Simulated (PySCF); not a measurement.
# State search for InBr

Unrestricted PBE0; basis In def2-TZVPPD with ECP28, Br def2-TZVPPD; scalar-relativistic core potentials; PySCF 2.14. Outer shells of the fragments: In 4d10 5s2 5p1; Br 3d10 4s2 4p5.

Followed along the bond (rough minima from three points):

| 2Ms+1 | unpaired | ⟨S²⟩ at the start | R at minimum (Å) | Te (eV) |
| --- | --- | --- | --- | --- |
| 1 | none | 0.00 | 2.57 | 0.00 |
| 3 | σ ↑, π ↑ | 2.01 | 2.53 | 3.28 |

Solutions found at the starting distance of 2.505 Å, counted from the lowest of them; the search is not exhaustive and high or unbound solutions are not listed, so other states can lie among these:

| 2Ms+1 | unpaired | term | E (eV) | ⟨S²⟩ | ⟨Lz²⟩ | μ (D) |
| --- | --- | --- | --- | --- | --- | --- |
| 1 | none | ¹Σ⁺ | 0.00 | 0.00 | 0.00 | -3.18 |
| 3 | σ ↑, π ↑ | ³Π | 3.26 | 2.01 | 1.00 | -1.80 |
| 1 | σ ↓, π ↑ | mixed | 3.70 | 1.01 | 1.00 | -1.29 |
| 3 | π ↑↑ | mixed | 5.07 | 2.01 | 2.01 | 2.97 |
| 3 | σ ↑↑ | ³Σ⁺ | 5.13 | 2.00 | 0.00 | -0.06 |
| 3 | π ↑↑ | mixed | 5.21 | 2.01 | 2.01 | 3.10 |
| 3 | σ ↑, π ↑ | ³Π | 6.64 | 2.00 | 1.01 | 0.93 |

A term symbol is given only where ⟨S²⟩ and ⟨Lz²⟩ are close to those of a pure state; real π, δ and φ orbitals otherwise mix terms. A positive dipole means In(−)Br(+).

Spin–orbit coupling is left out. Counting both spins, an empty level lies below a filled one in some of these solutions, because spin and occupation are held.
